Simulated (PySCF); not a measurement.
Be(Et) (C2H5Be), SMILES [Be+][CH2]C, charge +1.

Coordinates come from a PBE0-D3(BJ)/def2-TZVP optimisation. The multiplicity is an assumed one; other spin states were not compared. The isomer is the one that the SMILES or the coordinates give; other isomers of the formula were not compared.

Calculation: PBE0-D3(BJ)/def2-TZVP (PySCF).

Frequencies are harmonic and unscaled.

Computed normal modes with their intensities:
```csv
mode,ν (cm⁻¹),IR (km/mol),Raman (Å⁴/amu),depolarisation,moving atoms (share of kinetic energy)
1,222,19.9,0.1,0.75,"H 83 %, Be 9 %"
2,276,102.4,6.2,0.52,"C 42 %, Be 41 %, H 16 %"
3,602,100.9,0.1,0.75,"H 77 %, C 19 %"
4,779,6.5,261.4,0.17,"Be 65 %, C 31 %"
5,928,20.5,0.4,0.75,H 93 %
6,953,26.7,44.2,0.36,"H 79 %, C 20 %"
7,991,31.9,103.8,0.36,"C 77 %, H 23 %"
8,1144,169.8,312.5,0.20,"H 75 %, C 24 %"
9,1229,9.4,0.7,0.75,"H 77 %, C 23 %"
10,1391,5.6,8.9,0.50,"H 91 %, C 9 %"
11,1408,1.1,10.4,0.57,"H 85 %, C 15 %"
12,1474,13.4,6.9,0.75,H 97 %
13,1487,6.2,9.6,0.75,H 96 %
14,3022,8.5,135.9,0.19,H 95 %
15,3058,12.3,624.5,0.14,H 97 %
16,3072,13.7,112.1,0.75,"H 91 %, C 9 %"
17,3134,22.8,250.4,0.57,"H 91 %, C 9 %"
18,3163,1.6,41.3,0.75,"H 90 %, C 10 %"
```
